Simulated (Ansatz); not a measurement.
`CC1=CC(C)=[O+][B-](O)(F)O1`. Charge 0, multiplicity 1. All single points use the PBE0-D4/def2-TZVP geometry. It is one conformer, not always the lowest.

```xyz
18

C    -0.377   -0.652   -2.575
C    -0.350   -0.279   -1.137
C     0.740   -0.547   -0.319
C     0.759    0.001    0.957
C     1.958   -0.062    1.833
O    -0.245    0.626    1.440
B    -1.636    0.533    0.795
O    -2.387    1.676    1.040
F    -2.216   -0.615    1.257
O    -1.383    0.338   -0.707
H    -0.594    0.234   -3.175
H    -1.195   -1.358   -2.740
H     0.561   -1.098   -2.900
H     1.604   -1.064   -0.707
H     2.806   -0.528    1.334
H     2.225    0.947    2.155
H     1.707   -0.629    2.733
H    -1.978    2.477    0.714
```

What is the dipole moment at r2SCAN/def2-TZVPP? (Estimate.)

The calculation gave: 6.54 D, with components (5.79, -0.37, -3.02) D in this frame, pointing from negative to positive charge.

And with PBE, B3LYP, ωB97M-V? (Best estimate.)

The calculation gave: PBE 6.34 D, B3LYP 6.70 D, ωB97M-V 6.70 D.

Give the Mulliken charges with r2SCAN, ωB97M-V, PBE in def2-TZVPP. (An estimate is asked.)

The calculation gave: 
```
atom  r2SCAN  ωB97M-V    PBE
  C1   -0.12    -0.27  -0.23
  C2    0.38     0.31   0.28
  C3   -0.32    -0.26  -0.26
  C4    0.38     0.31   0.28
  C5   -0.12    -0.27  -0.23
  O6   -0.30    -0.28  -0.21
  B7    0.42     0.38   0.27
  O8   -0.37    -0.33  -0.31
  F9   -0.32    -0.31  -0.27
 O10   -0.30    -0.28  -0.21
 H11    0.08     0.13   0.11
 H12    0.08     0.14   0.12
 H13    0.05     0.10   0.09
 H14    0.08     0.11   0.09
 H15    0.05     0.10   0.09
 H16    0.08     0.13   0.11
 H17    0.08     0.14   0.12
 H18    0.18     0.16   0.17
```

B3LYP here is the variant with VWN-RPA as its local correlation; programs differ in this.

Results of the Gaussian-basis code of Ansatz.
